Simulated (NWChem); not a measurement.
Everything below was run with NWChem. System: BeF$_{2}$, charge 0, spin multiplicity 1, at a geometry optimised with B3LYP/def2-SVP. The structure started from a generated list of species. Level: CCSD(T)/def2-TZVP, 3 core orbitals frozen.

Job file:

```
start mol
memory heap 100 mb stack 700 mb global 1900 mb
geometry units angstroms nocenter noautoz
  Be     0.000000     0.000000     0.000000
  F      0.000000     0.000000     1.386504
  F      0.000000     0.000000    -1.386504
  symmetry group D2h
end
basis spherical
  * library def2-tzvp
end
scf
  rhf
  nopen 0
  maxiter 100
  thresh 1e-7
  semidirect memsize 60000000 filesize 0
end
tce
  freeze core 3
  ccsd(t)
  2eorb
  2emet 13
  thresh 1e-6
  maxiter 100
  tilesize 24
end
task tce energy
```

Output (cleaned and shortened):

```
             Northwest Computational Chemistry Package (NWChem) 7.3.0
             --------------------------------------------------------

                                NWChem Input Module
                                -------------------

 Scaling coordinates for geometry "geometry" by  1.889725989
 (inverse scale =  0.529177249)

 Turning off AUTOSYM since
 SYMMETRY directive was detected!

                             Geometry "geometry" -> ""
                             -------------------------

 Output coordinates in angstroms (scale by  1.889725989 to convert to a.u.)

  No.       Tag          Charge          X              Y              Z
 ---- ---------------- ---------- -------------- -------------- --------------
    1 Be                   4.0000     0.00000000     0.00000000     0.00000000
    2 F                    9.0000     0.00000000     0.00000000     1.38650400
    3 F                    9.0000     0.00000000     0.00000000    -1.38650400

 Effective nuclear repulsion energy (a.u.)      42.9370852969

            Nuclear Dipole moment (a.u.)
            ----------------------------
        X                 Y               Z
 ---------------- ---------------- ----------------
     0.0000000000     0.0000000000     0.0000000000

      Symmetry information
      --------------------

 Group name             D2h
 Group number             26
 Group order               8
 No. of unique centers     2

      Symmetry unique atoms

     1    2


 Summary of "ao basis" -> "" (spherical)
 ------------------------------------------------------------------------------
       Tag                 Description            Shells   Functions and Types
 ---------------- ------------------------------  ------  ---------------------
 *                         def2-tzvp                  on all atoms

 Summary of "ao basis" -> "ao basis" (spherical)
 ------------------------------------------------------------------------------
       Tag                 Description            Shells   Functions and Types
 ---------------- ------------------------------  ------  ---------------------
 Be                        def2-tzvp                 9       19   5s3p1d
 F                         def2-tzvp                11       31   5s3p2d1f

                                 NWChem SCF Module
                                 -----------------

  ao basis        = "ao basis"
  functions       =    81
  atoms           =     3
  closed shells   =    11
  open shells     =     0
  charge          =   0.00
  wavefunction    = RHF
  use symmetry    = T
  symmetry adapt  = T

 Summary of "ao basis" -> "ao basis" (spherical)
 ------------------------------------------------------------------------------
       Tag                 Description            Shells   Functions and Types
 ---------------- ------------------------------  ------  ---------------------
 Be                        def2-tzvp                 9       19   5s3p1d
 F                         def2-tzvp                11       31   5s3p2d1f

      Symmetry analysis of basis
      --------------------------

        ag         21
        au          3
        b1g         4
        b1u        17
        b2g         8
        b2u        10
        b3g         8
        b3u        10

 Forming initial guess at       0.1s

      Superposition of Atomic Density Guess
      -------------------------------------

 Sum of atomic energies:        -213.40873661

      Non-variational initial energy
      ------------------------------
[...]
    12      1.057267  1 Be px                31     -0.225793  2 F  px
    62     -0.225793  3 F  px                 6     -0.154248  1 Be px

 Vector   14  Occ=0.000000D+00  E= 1.204162D-01  Symmetry=b2u
              MO Center=  2.7D-31,  2.2D-15, -2.4D-17, r^2= 5.8D+00
   Bfn.  Coefficient  Atom+Function         Bfn.  Coefficient  Atom+Function
  ----- ------------  ---------------      ----- ------------  ---------------
    13      1.057267  1 Be py                32     -0.225793  2 F  py
    63     -0.225793  3 F  py                 7     -0.154248  1 Be py

 center of mass
 --------------
 x =   0.00000000 y =   0.00000000 z =   0.00000000

 moments of inertia (a.u.)
 ------------------
         260.847661802334           0.000000000000           0.000000000000
           0.000000000000         260.847661802334           0.000000000000
           0.000000000000           0.000000000000           0.000000000000

  Mulliken analysis of the total density
  --------------------------------------

    Atom       Charge   Shell Charges
 -----------   ------   -------------------------------------------------------
    1 Be   4     3.21   1.02  0.97  0.23  0.03 -0.00  0.75  0.01  0.02  0.19
    2 F    9     9.39   0.77  1.20  0.58  1.04  0.29  2.24  2.34  0.92  0.00  0.01  0.00
    3 F    9     9.39   0.77  1.20  0.58  1.04  0.29  2.24  2.34  0.92  0.00  0.01  0.00

       Multipole analysis of the density wrt the origin
       ------------------------------------------------

     L   x y z        total         open         nuclear
     -   - - -        -----         ----         -------
     0   0 0 0     -0.000000      0.000000     22.000000

     1   1 0 0     -0.000000      0.000000      0.000000
     1   0 1 0     -0.000000      0.000000      0.000000
     1   0 0 1     -0.000000      0.000000      0.000000

     2   2 0 0     -9.337971      0.000000      0.000000
     2   1 1 0     -0.000000      0.000000      0.000000
     2   1 0 1     -0.000000      0.000000      0.000000
     2   0 2 0     -9.337971      0.000000      0.000000
     2   0 1 1      0.000000      0.000000      0.000000
     2   0 0 2    -16.223612      0.000000    123.569825

                   NWChem Extensible Many-Electron Theory Module
                   ---------------------------------------------


            General Information
            -------------------
      Number of processors :     1
         Wavefunction type : Restricted Hartree-Fock
          No. of electrons :    22
           Alpha electrons :    11
            Beta electrons :    11
           No. of orbitals :   162
            Alpha orbitals :    81
             Beta orbitals :    81
        Alpha frozen cores :     3
         Beta frozen cores :     3
     Alpha frozen virtuals :     0
      Beta frozen virtuals :     0
         Spin multiplicity : singlet
    Number of AO functions :    81
       Number of AO shells :    31
        Use of symmetry is : on
      Symmetry adaption is : on
         Schwarz screening : 0.10D-09

          Correlation Information
          -----------------------
          Calculation type : Coupled-cluster singles & doubles w/ perturbation
   Perturbative correction : (T)
            Max iterations :      100
        Residual threshold : 0.10D-05
     T(0) DIIS level shift : 0.00D+00
     L(0) DIIS level shift : 0.00D+00
     T(1) DIIS level shift : 0.00D+00
     L(1) DIIS level shift : 0.00D+00
     T(R) DIIS level shift : 0.00D+00
     T(I) DIIS level shift : 0.00D+00
   CC-T/L Amplitude update :  5-th order DIIS
                I/O scheme : Global Array Library
        L-threshold :  0.10D-05
        EOM-threshold :  0.10D-05
 no EOMCCSD initial starts read in
 TCE RESTART OPTIONS
 SLICE:      F
 D4D5:       F
 quantumc:   F
 qrotation:  F
 pwtce:      F
 qducc:      F
 nacto:                         0
 nrotv:                         0
 nrot:                          0

            Memory Information
            ------------------
          Available GA space size is     249030239 doubles
          Available MA space size is     104853636 doubles

 Maximum block size supplied by input
 Maximum block size        24 doubles

 tile_dim =     17

 -------------------------------------------------

 Global array virtual files algorithm will be used

 Parallel file system coherency ......... OK

 4-electron integrals stored in orbital form

 v2    file size   =          1051668
 4-index algorithm nr.  13 is used
 imaxsize =       30
 imaxsize ichop =        0


CCSD iterations
 ---------------------------------------------------------
 Iter          Residuum       Correlation     Cpu    Wall
 ---------------------------------------------------------
    1   0.1876582268016  -0.5455017330467     1.2     1.2
    2   0.0384325432919  -0.5365556711466     1.2     1.2
    3   0.0112757179708  -0.5437857975188     1.2     1.2
    4   0.0049240394441  -0.5436604230610     1.2     1.2
    5   0.0016938486109  -0.5442042456975     1.4     1.4
    6   0.0005169137589  -0.5442593625325     1.2     1.2
    7   0.0002195234978  -0.5442751380708     1.2     1.2
    8   0.0000736190277  -0.5442798749009     1.2     1.2
    9   0.0000482095111  -0.5442801024499     1.2     1.2
   10   0.0000167202717  -0.5442823726349     1.2     1.2
   11   0.0000042950856  -0.5442830653190     1.2     1.2
   12   0.0000015843017  -0.5442830551231     1.2     1.2
   13   0.0000006851935  -0.5442831025244     1.2     1.2
 -----------------------------------------------------------------
 Iterations converged
 CCSD correlation energy / hartree =        -0.544283102524446
 CCSD total energy / hartree       =      -214.312158820720924

 Singles contributions

 Doubles contributions
 CCSD(T)
 Using plain CCSD(T) code
             total no. of tasks         5376
 total no. of tasks / no. procs         5376
                         wl_min           54           1.9
                         wl_max        39304           5.8
        thresh for no. of tasks         5376

 CCSD[T]  correction energy / hartree =        -0.015434123363513
 CCSD[T] correlation energy / hartree =        -0.559717225887959
 CCSD[T] total energy / hartree       =      -214.327592944084444
 CCSD(T)  correction energy / hartree =        -0.014244145374112
 CCSD(T) correlation energy / hartree =        -0.558527247898558
 CCSD(T) total energy / hartree       =      -214.326402966095031

 Task  times  cpu:       29.0s     wall:       29.0s

 Total times  cpu:       29.1s     wall:       29.1s
```
